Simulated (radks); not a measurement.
All-electron atom: Re9+ in [Kr] 4d10 4f14 5s2 5p4. Calculated with a radial shooting solver on a logarithmic mesh with Libxc functionals: scalar-relativistic Kohn-Sham, r2SCAN, spin-polarised, spherical densities, finite nucleus; open shells are filled with parallel spins first (spin-orbit coupling, left out, can overturn this in heavy ions); meta-GGA in the generalised Kohn-Sham scheme; Fermi nuclear charge, rms radius 5.3698 fm. Some entries of the table are withheld. Estimate them.

| orbital | occ. | eigenvalue (eV) | <r^2> (bohr^2) |
|---|---|---|---|
| 1s up | 1 | -71876.66 | 0.0004481 |
| 1s down | 1 | -71876.25 | 0.0004481 |
| 2s up | 1 | -12607.79 | 0.006874 |
| 2s down | 1 | -12607.71 | 0.006874 |
| 2p up | 3 | -11019.60 | 0.005709 |
| 2p down | 3 | -11019.34 | 0.005709 |
| 3s up | 1 | -3038.048 | 0.04447 |
| 3s down | 1 | -3037.945 | 0.04447 |
| 3p up | 3 | -2567.488 | 0.04532 |
| 3p down | 3 | -2567.322 | 0.04532 |
| 3d up | 5 | -2033.007 | 0.03764 |
| 3d down | 5 | -2032.809 | 0.03764 |
| 4s up | 1 | -751.7787 | 0.2190 |
| 4s down | 1 | -751.3755 | 0.2190 |
| 4p up | 3 | -596.7165 | 0.2492 |
| 4p down | 3 | -596.3253 | 0.2489 |
| 4d up | 5 | -401.0480 | 0.2884 |
| 4d down | 5 | -400.5608 | 0.2874 |
| 5s up | 1 | -223.0209 | 1.096 |
| 5s down | 1 | -218.7678 | 1.091 |
| 4f up | 7 | (1) | 0.3900 |
| 4f down | 7 | (2) | 0.3840 |
| 5p up | 3 | -180.0196 | 1.356 |
| 5p down | 1 | -175.8486 | 1.364 |
| 5d up | 0 | -125.0429 | 1.929 |
| 5d down | 0 | -122.0257 | 1.986 |
| 6s down | 0 | (3) | 4.195 |
| 6s up | 0 | (4) | 4.142 |

Answer. 
(1) 4f up eigenvalue (eV): -183.5381
(2) 4f down eigenvalue (eV): -182.7294
(3) 6s down eigenvalue (eV): -98.2315
(4) 6s up eigenvalue (eV): -98.2150
